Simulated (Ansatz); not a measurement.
Program: Ansatz. Geometries: PBE0-D4/def2-TZVP. ΔE: electronic, gas phase. CCSD(T)/CBS is the MP2 limit (def2-TZVPP, def2-QZVPP) plus CCSD(T) − MP2 in def2-TZVPP, frozen cores. This one scheme is used for every species. DFT in def2-TZVPP. B3LYP here is the variant with VWN-RPA as its local correlation; programs differ in this. Each species was taken in one conformer, which may not be the lowest.

`O[SiH2]C#C[SiH3]` + `O[SiH](Cl)Cl` → `O[SiH2]O[SiH](Cl)Cl` + `C#C[SiH3]`  (ligand exchange at the Si–C bond)

```json
{"level": "PBE-D4", "ΔE (kcal/mol)": "-17.6", "difference from CCSD(T)/CBS": "3.6"}
{"level": "r2SCAN-D4", "ΔE (kcal/mol)": "-19.9", "difference from CCSD(T)/CBS": "1.3"}
{"level": "PBE0-D4", "ΔE (kcal/mol)": "-19.0", "difference from CCSD(T)/CBS": "2.2"}
{"level": "B3LYP-D4", "ΔE (kcal/mol)": "-21.2", "difference from CCSD(T)/CBS": "0.0"}
{"level": "ωB97X-V", "ΔE (kcal/mol)": "-21.1", "difference from CCSD(T)/CBS": "0.1"}
{"level": "ωB97M-V", "ΔE (kcal/mol)": "-21.2", "difference from CCSD(T)/CBS": "0.0"}
{"level": "B2PLYP", "ΔE (kcal/mol)": "-20.4", "difference from CCSD(T)/CBS": "0.8"}
{"level": "PBE", "ΔE (kcal/mol)": "-16.6", "difference from CCSD(T)/CBS": "4.6"}
{"level": "r2SCAN", "ΔE (kcal/mol)": "-19.6", "difference from CCSD(T)/CBS": "1.6"}
{"level": "PBE0", "ΔE (kcal/mol)": "-18.1", "difference from CCSD(T)/CBS": "3.1"}
{"level": "B3LYP", "ΔE (kcal/mol)": "-19.7", "difference from CCSD(T)/CBS": "1.5"}
{"level": "HF/def2-TZVPP", "ΔE (kcal/mol)": "-23.4", "difference from CCSD(T)/CBS": "-2.2"}
{"level": "MP2/def2-TZVPP", "ΔE (kcal/mol)": "-20.7", "difference from CCSD(T)/CBS": "0.5"}
{"level": "SCS-MP2/def2-TZVPP", "ΔE (kcal/mol)": "-21.1", "difference from CCSD(T)/CBS": "0.1"}
{"level": "CCSD/def2-TZVPP", "ΔE (kcal/mol)": "-21.6", "difference from CCSD(T)/CBS": "-0.4"}
{"level": "CCSD(T)/def2-TZVPP", "ΔE (kcal/mol)": "-21.0", "difference from CCSD(T)/CBS": "0.2"}
{"level": "HF/def2-QZVPP", "ΔE (kcal/mol)": "-23.9", "difference from CCSD(T)/CBS": "-2.7"}
{"level": "MP2/def2-QZVPP", "ΔE (kcal/mol)": "-21.0", "difference from CCSD(T)/CBS": "0.2"}
{"level": "SCS-MP2/def2-QZVPP", "ΔE (kcal/mol)": "-21.4", "difference from CCSD(T)/CBS": "-0.2"}
{"level": "HF/CBS(def2)", "ΔE (kcal/mol)": "-24.0", "difference from CCSD(T)/CBS": "-2.8"}
{"level": "MP2/CBS(def2)", "ΔE (kcal/mol)": "-20.9", "difference from CCSD(T)/CBS": "0.3"}
{"level": "CCSD/CBS(def2)", "ΔE (kcal/mol)": "-21.8", "difference from CCSD(T)/CBS": "-0.6"}
{"level": "CCSD(T)/CBS", "ΔE (kcal/mol)": "-21.2", "difference from CCSD(T)/CBS": "0"}
```

Largest T1 diagnostic among the species: 0.013.

The D4 term adds −1.6 kcal/mol with B3LYP and −0.9 kcal/mol with PBE0; it sums over pairs of atoms, weighted by their polarisabilities, and B3LYP, whose exchange is more repulsive, gets the larger term. In def2-TZVPP, CCSD(T) changes the Hartree–Fock value by +2.4 kcal/mol (the triples alone add +0.6 kcal/mol) and MP2 by +2.8 kcal/mol.
